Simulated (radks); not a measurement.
Effect of the nuclear size on neutral bromine, [Ar] 3d10 4s2 4p5. All-electron calculation, Dirac Kohn-Sham, LDA (Slater exchange, Perdew-Wang correlation), spin-unpolarised, spherical densities, finite nucleus; open shells fill j = l - 1/2 first; Fermi nuclear charge, rms radius 4.1629 fm. Program: a radial shooting solver on a logarithmic mesh with Libxc functionals. The rms radius is varied about that value; shifts are against it.

rms radius (fm) = 3.7383: total energy shift (eV) -0.104; density at nucleus (e/bohr^3) 4.451e+04; 1s1/2 shift (meV) -44.3; 2s1/2 shift (meV) -4.45; 3p1/2 shift (meV) 0.065; 4s1/2 shift (meV) -0.074
rms radius (fm) = 3.9381: total energy shift (eV) -0.0565; density at nucleus (e/bohr^3) 4.434e+04; 1s1/2 shift (meV) -24.0; 2s1/2 shift (meV) -2.41; 3p1/2 shift (meV) 0.035; 4s1/2 shift (meV) -0.040
rms radius (fm) = 4.1629: total energy shift (eV) 0; density at nucleus (e/bohr^3) 4.415e+04; 1s1/2 shift (meV) 0.000; 2s1/2 shift (meV) 0.000; 3p1/2 shift (meV) 0.000; 4s1/2 shift (meV) 0.000
rms radius (fm) = 4.4959: total energy shift (eV) 0.0890; density at nucleus (e/bohr^3) 4.39e+04; 1s1/2 shift (meV) 37.8; 2s1/2 shift (meV) 3.80; 3p1/2 shift (meV) -0.056; 4s1/2 shift (meV) 0.063
rms radius (fm) = 5.1953: total energy shift (eV) 0.297; density at nucleus (e/bohr^3) 4.342e+04; 1s1/2 shift (meV) 126; 2s1/2 shift (meV) 12.6; 3p1/2 shift (meV) -0.185; 4s1/2 shift (meV) 0.210

Slopes of the eigenvalues against <r^2> in GHz/fm^2, as finite differences over the two radii next to the reference (eigenvalue slopes, not the field-shift constants of lines): 1s1/2 3180, 2s1/2 319, 3p1/2 -4.67, 4s1/2 5.29.
